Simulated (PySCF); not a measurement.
C3, SMILES [C]=C=[C] (connectivity only; charge and spin as stated), neutral, multiplicity 1.

The structure is a stationary point at PBE-D3(BJ)/def2-TZVP. The isomer is the one that the SMILES or the coordinates give; other isomers of the formula were not compared.

Computed with PBE/def2-TZVPD (PySCF).

Isolated molecule, no solvent.

```json
{
  "total_energy": "-113.93635 hartree",
  "point_group": "D∞h",
  "highest_occupied_level": "-7.95 eV",
  "lowest_empty_level": "-5.56 eV",
  "orbital_gap": "2.39 eV",
  "dipole_moment": "0.00 D",
  "quadrupole, principal values (traceless, Buckingham form, about the centre of nuclear charge)": "-6.41, 3.21, 3.21 D·Å",
  "mean_static_polarisability": "34.2 bohr³ (5.07 Å³)",
  "polarisability_principal_values": "25.8, 25.8, 51.2 bohr³"
}
```
